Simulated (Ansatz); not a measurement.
Ideal-gas functions of ClH4ISiSn (`[SiH3][SnH]([Cl])[I]`) at 298.15 K and 1 bar, from an Ansatz frequency run at PBE0-D4/def2-TZVP.

Molar mass 313.19 g/mol, point group C1 (symmetry number 1), electronic degeneracy 1, moments of inertia 321.798, 774.005, 977.651 u Å². Harmonic wavenumbers (cm⁻¹, unscaled): 58, 73, 82, 88, 203, 309, 365, 457, 483, 558, 574, 839, 930, 931, 1945, 2232, 2252, 2262.

Use S(trans) = R[1.5 ln M + 2.5 ln T − 1.1517]; rotational temperatures θ = 24.2544 K / I; S(rot) = R[ln(√π/σ · √(T³/θAθBθC)) + 1.5]; for each mode x = 1.438777 ν̃/T, S = R[x/(eˣ − 1) − ln(1 − e⁻ˣ)] and H = RT x/(eˣ − 1); 1 cm⁻¹ = 0.0119627 kJ/mol; R = 8.31446 J/(mol·K).

Problem. By hand: the entropy, in J/(mol·K).

Solution. Translation 180.5. Rotation: θ = 0.0754, 0.0313, 0.0248 K, giving 128.8. Vibration, mode by mode: 18.93, 17.03, 16.08, 15.50, 8.81, 5.72, 4.61, 3.24, 2.94, 2.21, 2.08, 0.74, 0.52, 0.52, 0.01, 0.00, 0.00, 0.00, in all 98.9. Electronic 0.0. Sum 408.2 J/(mol·K).

Problem. By hand: H − E and G − E in kJ/mol, counted from the electronic energy.

Solution. Zero-point energy ½ × 14641 × 0.0119627 = 87.6; thermal vibration 14.3; translation, rotation and pV give 4 RT = 9.9. H − E = 111.8 kJ/mol, and G − E = 111.8 − 298.15 × 408.2/1000 = -9.9 kJ/mol.

Vibration gives 24 % of the entropy, 67.5 J/(mol·K) of it from the modes under 150 cm⁻¹: soft modes count most, and the harmonic formula is weakest for them. The sum counts one conformer and one mirror image; others add a mixing term.
